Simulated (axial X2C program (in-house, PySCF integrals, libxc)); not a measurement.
LuI: the levels of the configuration d1 s1 p(π)0

Computed with an axial X2C code built on PySCF integrals: two-component X2C with atomic mean-field Coulomb and Gaunt terms, basis Lu dyall-v3z, I dyall-v3z (cores contracted in-house). Orbitals come from Hartree–Fock averaged over the configuration Lu d1 s1 p(π)0; CI then distributes these electrons over the d, s, p(π) shells of Lu.

R = 2.892 Å (near the minimum of the configuration average).

Active spinors (ω > 0):

| shell | ω | ε (eV) | character |
| --- | --- | --- | --- |
| d | 1/2 | 1.58 | 72% Lu d, 25% Lu p |
| d | 1/2 | 1.85 | 79% Lu d, 18% Lu p |
| d | 3/2 | 1.85 | 84% Lu d, 14% Lu p |
| d | 3/2 | 1.95 | 96% Lu d, 3% Lu p |
| d | 5/2 | 2.00 | 100% Lu d |
| s | 1/2 | -3.47 | 75% Lu s, 17% Lu p, 4% Lu d |
| p(π) | 1/2 | 2.55 | 97% Lu p |
| p(π) | 3/2 | 2.70 | 97% Lu p |

Lowest levels of this model:

| Ω | energy (cm⁻¹) | g∥ | μ (D) | configuration |
| --- | --- | --- | --- | --- |
| 0 | 0 | 0.00 | -3.68 | 92% s2 |
| 0 | 9902 | 0.00 | -2.77 | 100% d1 s1 |
| 1 | 10270 | 1.24 | -3.95 | 100% d1 s1 |
| 0 | 10771 | 0.00 | -3.08 | 99% d1 s1 |
| 2 | 10872 | 4.34 | -4.64 | 100% d1 s1 |
| 1 | 10970 | 1.68 | -3.76 | 100% d1 s1 |
| 3 | 11725 | 8.00 | -5.02 | 100% d1 s1 |
| 2 | 12209 | 5.63 | -3.54 | 100% d1 s1 |
| 1 | 12565 | 3.06 | -2.84 | 100% d1 s1 |
| 0 | 12647 | 0.00 | -2.72 | 100% d1 s1 |
| 2 | 15821 | 4.03 | -3.37 | 84% d1 s1 + 16% d2 |
| 1 | 19315 | 2.00 | -4.78 | 78% d1 s1 + 21% d2 |
| 0 | 20453 | 0.00 | -4.67 | 74% d1 s1 + 25% d2 |

g∥ is the magnitude of 2⟨Lz + ge Sz⟩ for the +Ω component. μ is positive if the I end is positive.

This point took 4.9 s on 1 thread of Arm Neoverse V1, with other jobs on the host.

Dynamic correlation is missing, so gaps between terms are too wide and other configurations may lie lower; the lowest level listed is that of this model, not necessarily the ground state. The lowest levels belong to s2, not to the averaged configuration, so orbitals and distance suit them less well. For d shells the ligand-field splittings (σ, π, δ) and their order can be off by a thousand cm⁻¹ or more. At most 6 roots were kept for each Ω > 0 (twice that for Ω = 0) within 3.2 eV of the lowest, so higher up levels can be missing between those listed; levels with Ω > 0 are doubly degenerate and listed once, Ω = 0 levels singly. Some active spinors are only partly of the character that their shell is named for, so the shell names and counts are nominal. States that fill the shells left empty in the average are placed too high.
